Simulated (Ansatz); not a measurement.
Wavefunction ladder for C2H5FSSi, SMILES `C[Si@H]1S[C@H]1F`

```xyz
10

C    -0.7770   -1.0423   -0.8754
Si    0.1444   -0.3771    0.5873
S     2.1008    0.3469    0.3502
C     0.6195    1.4151    0.5943
F     0.2942    2.1920   -0.4874
H    -0.4719   -2.0681   -1.0931
H    -0.5722   -0.4225   -1.7496
H    -1.8526   -1.0395   -0.6803
H    -0.1775   -1.0417    1.8721
H     0.6923    2.0374    1.4819
```

Total charge 0; spin multiplicity 1. The geometry is a stationary point of PBE0-D4/def2-TZVP. Frozen core, restricted reference, Ansatz. CBS rows extrapolate triple and quadruple zeta; past MP2 they add the triple-zeta difference.

| basis | HF (Eh) | MP2 corr. |
| --- | --- | --- |
| def2-TZVPP | -864.64045 | -0.88068 |
| def2-QZVPP | -864.66844 | -0.95190 |

(1) Estimate the CCSD correlation energy and the (T) correction in each basis where they were run (hartree).

Answers

(1) 
```
     basis  CCSD corr.       (T)
def2-TZVPP    -0.92321  -0.03920
 CBS(def2)    -1.04719     as TZ
```
